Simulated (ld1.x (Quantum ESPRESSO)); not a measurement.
# Before and after: ultrasoft potential for Mn (Z = 25)

```json
{"Element": "Mn", "Generator": "ld1.x (Quantum ESPRESSO) 7.5", "Type": "ultrasoft", "Functional": "PW91", "Relativity": "scalar-relativistic", "Frozen core": "[Ar]", "Valence charge": "7", "Reference configuration": "3d5 4s1 4p1", "Partial waves": "4s (bound): rcut 2.40, rcutus 2.95 bohr; 4s channel at 0.4 Ry: rcut 2.40, rcutus 2.95 bohr; 4p (bound): rcut 2.05, rcutus 2.45 bohr; 4p channel at 1.7 Ry: rcut 2.05, rcutus 2.45 bohr; 3d (bound): rcut 1.55, rcutus 1.75 bohr; 3d channel at -0.1 Ry: rcut 1.55, rcutus 1.75 bohr", "Local potential": "all-electron potential smoothed inside 1.45 bohr (lloc = -2)", "Core correction": "none", "Augmentation charge": "PSQ, inside the norm-conserving radii"}
```

All-electron outer shells of the reference configuration (PW91, scalar-relativistic, ld1.x):

```json
{"shell": "3s", "level (eV)": "-87.50", "outermost node (bohr)": "0.34", "outermost maximum (bohr)": "0.74"}
{"shell": "3p", "level (eV)": "-56.27", "outermost node (bohr)": "0.31", "outermost maximum (bohr)": "0.75"}
{"shell": "3d", "level (eV)": "-8.40", "outermost node (bohr)": "–", "outermost maximum (bohr)": "0.76"}
{"shell": "4s", "level (eV)": "-6.15", "outermost node (bohr)": "1.05", "outermost maximum (bohr)": "2.47"}
{"shell": "4p", "level (eV)": "-2.15", "outermost node (bohr)": "1.16", "outermost maximum (bohr)": "3.26"}
```

Change: waves 4p (bound): rcut 2.05, rcutus 3.20 bohr; 4p channel at 1.7 Ry: rcut 2.05, rcutus 3.20 bohr.

Cutoffs: the cutoffs (Ry, on a coarse ladder) from which the occupation-weighted sum of valence levels, in a spherical-Bessel basis at the reference potential, stays within 10 and 1 mRy of its value at 400 Ry; they do not see the model core or the augmentation charge, which bear on the density cutoff. Errors are all-electron minus pseudo energies relative to the spin-unpolarised reference configuration.

**Question.** Predict the effect on cutoff, ghosts and configuration errors.

**Answer.** The potential gets neither clearly harder nor softer (35 Ry and 55 Ry → 35 Ry and 55 Ry); of the 7 tests that both files solve, the error grows in 0 and shrinks in 5 by more than 15 % and 0.3 meV (median size 10.1 → 5.6 meV); neither file shows a bound ghost. That the errors move this way runs against the usual rule that smaller radii transfer better.

```tsv
quantity	base	changed
cutoff, loose	35 Ry	35 Ry
cutoff, tight	55 Ry	55 Ry
bound ghosts	none	none
error for 3d5 4s2 4p0, meV [ΔE -3.88 eV]	-1.1	0.0
error for 3d5 4s1 4p0, meV [ΔE 4.60 eV]	+2.5	+1.8
error for 3d5 4s0 4p0, meV [ΔE 20.24 eV]	+59	+56
error for 3d6 4s1 4p0, meV [ΔE -4.25 eV]	+12	+5.6
error for 3d4 4s2 4p0, meV [ΔE 9.39 eV]	-94	-80
error for 3d5.5 4s1.5 4p0, meV [ΔE -4.37 eV]	+10	+6.6
error for 3d5 4s0 4p2, meV [ΔE 4.09 eV]	-0.9	+0.3
lowest overlap eigenvalue by channel	s 0.31, p 0.58, d 1.00	s 0.31, p 0.53, d 1.00
```
